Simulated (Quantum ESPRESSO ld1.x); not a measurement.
The numbers below are computed, except where a source is named.
Neutral tungsten, configuration [Xe] 4f14 5d4 6s2. Code: ld1.x of Quantum ESPRESSO 7.5. Model: scalar-relativistic Kohn-Sham, PBE, spin-unpolarised, spherical densities, point nucleus.

X-ray form factor f0, the Fourier transform of the density (f0(0) = 74):

sin(theta)/lambda (1/angstrom),f0 (electrons)
0.05,72.784
0.1,69.783
0.15,66.119
0.2,62.423
0.25,58.863
0.3,55.456
0.4,49.152
0.5,43.635
0.6,38.898
0.8,31.289
1,25.568
1.25,20.588
1.5,17.449
2,13.807
